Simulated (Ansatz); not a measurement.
Single points on the cluster Au₄Cl₃.

```yaml
crystal:
  periodic: [false, false, false]
  atoms:
    - {symbol: Au, position_ang: [1.461111, 1.601351, 0.108882]}
    - {symbol: Au, position_ang: [-1.580418, 0.697423, -0.056245]}
    - {symbol: Au, position_ang: [-0.906736, -2.727377, -0.099418]}
    - {symbol: Au, position_ang: [1.188674, -1.245837, 0.024489]}
    - {symbol: Cl, position_ang: [-0.541941, 2.830665, 0.058045]}
    - {symbol: Cl, position_ang: [-2.883270, -1.245044, -0.179682]}
    - {symbol: Cl, position_ang: [3.262590, 0.088819, 0.143929]}
basis:
  gaussian: {orbitals: def2-TZVP, initial_orbitals: start.molden}
magnetization: {spin_polarized: true, initial_magnetization: 1}
hamiltonian: {xc: pbe}
correlation: {method: rpa}
scf: {omitted_lower_state_checks: [starts]}
```

The file start.molden holds the orbitals of an earlier run on this structure, at another level or in another basis.

```sh
$ ansatz run in.yaml --threads 4 --pin off --events-out ev --progress --plain --max-ram 4787MiB
```

Shortened log:

```
Functional definition: PBE
  name "PBE"
  cite "Perdew, Burke & Ernzerhof, Phys. Rev. Lett. 77, 3865 (1996) doi:10.1103/PhysRevLett.77.3865"
  parent pbe
  parameter kappa = 0.804
  parameter beta = 0.06672455060314922
  exchange = pbe_x(kappa = kappa, mu = beta*pi^2/3)
  correlation = pbe_c(beta = beta)
these checks for a lower state are left out or cut short: starts
2128 factors; integrals over basis functions are off by at most 6.3e-4 eV
mean field evaluation 1: about -52338.1000 eV, gradient 1.2e1 eV
mean field evaluation 2: about -52338.4097 eV, gradient 4.5e-1 eV
mean field evaluation 4: about -52338.4139 eV, gradient 3.7e-2 eV
mean field evaluation 8: about -52338.4139 eV, gradient 1.4e-6 eV
mean field -52338.41388179 eV, -1923.4012339046 hartree, gradient 5.4e-6 eV, S^2 0.751797; 0 other end points of the search recorded, 0 dependent functions left out
15 core orbitals not correlated: weight in the atoms' cores, before any rotation towards them, 1.000 or more for the frozen orbitals, at most 0.000 for the correlated occupied ones
reference -52184.14690433 eV, -1917.7320270490 hartree; 49, 48 occupied and 207, 208 virtual orbitals, 2128 factors
Total energy: -52268.89913003 eV, -1920.8466138962 hartree
Checks for a lower state left out: starts
```

It took 38 s on 4 threads of Arm Neoverse V1 on a shared host, peak host memory 1.3 GiB.

As the first input, with `gaussian: {orbitals: def2-SVP, initial_orbitals: start.molden}`, `hamiltonian: {xc: pbe0, dispersion: d4}`, `output: {orbitals: {seedname: orbitals}}` and without the key `correlation` (abridged; 14 s):

```
Functional definition: PBE0
mean field -52322.22979875 eV, -1922.8064798229 hartree, gradient 3.4e-5 eV, S^2 0.755013
Total energy: -52322.70127142 eV, -1922.8238061240 hartree
Checks for a lower state left out: starts
```

First input, but with `hamiltonian: {xc: {name: r2SCAN0}, dispersion: d4}`, `output: {orbitals: {seedname: orbitals}}` and without the key `correlation` (abridged; 41 s):

```
Functional definition: r2SCAN0
mean field -52346.17226237 eV, -1923.6863491322 hartree, gradient 8.0e-5 eV, S^2 0.759028
Total energy: -52346.32712210 eV, -1923.6920401223 hartree
Checks for a lower state left out: starts
```

Geometry: r2SCAN-D4/def2-SVP.

In the def2 sets Au takes a core potential; there is no spin–orbit coupling. Correlated methods freeze 15 core orbitals; core or outer-core shells of Au are correlated, in sets that lack core-valence functions. The structure comes from a short search, and lower isomers may exist.
